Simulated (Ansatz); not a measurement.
The first iterations of a band of Cl2FGeHO + H2S (9 atoms, charge 0, multiplicity 1).

All numbers below come from Ansatz 0.2.0, RKS PBE0-D4/def2-SVP.

```yaml
movable_images: 7
climbing_image: yes
spring: 5.0 eV/Å²
optimiser: quadratic models (default)
start_path: through a guess of the saddle point
force_threshold: 0.05 eV/Å
iteration_limit: 60
end_points: relaxed
```

Image 0:

```xyz
9
Properties=species:S:1:pos:R:3
Ge -0.157 -0.100 -0.020
O -0.249 -0.079 1.731
H -0.843 -0.782 2.031
Cl 1.806 -0.445 -0.736
Cl -1.084 1.552 -0.958
F -1.088 -1.491 -0.452
S 1.634 2.573 1.466
H 2.749 1.813 1.455
H 1.025 1.765 2.358
```

Image 8:

```xyz
9
Properties=species:S:1:pos:R:3
Ge 0.224 0.859 -0.409
O 0.623 -0.008 2.657
H 1.018 -0.834 2.352
Cl 1.266 -0.991 -0.701
Cl -0.496 1.536 -2.290
F -1.172 0.371 0.516
S 1.339 2.380 0.654
H 1.285 1.551 1.749
H -0.293 -0.057 2.346
```

| iteration | highest image above the first end (eV) | largest band force component (eV/Å) |
| --- | --- | --- |
| 1 | 25.450 | 88.418 |
| 2 | 6.986 | 27.167 |
| 3 | 2.656 | 17.443 |
| 4 | 1.008 | 7.191 |
| 5 | 1.089 | 3.926 |
| 6 | 1.144 | 3.748 |
| 7 | 1.057 | 2.878 |
| 8 | 0.951 | 5.951 |

Problem. Does the band converge within its limit, and where does its top end?

Solution. The forces met the threshold. It ended after 26 iterations with the highest image 0.686 eV above the first end. A vibrational analysis at the climbing image gives one clearly imaginary mode, 1008i cm⁻¹: a first-order saddle point. The orbitals stay closed-shell, which can raise the energy where a bond breaks towards radicals; this wasn't checked here.

Time of the run: 8.1 min on 4 threads of Arm Neoverse V1, with other jobs on the host, peak memory 0.37 GiB.
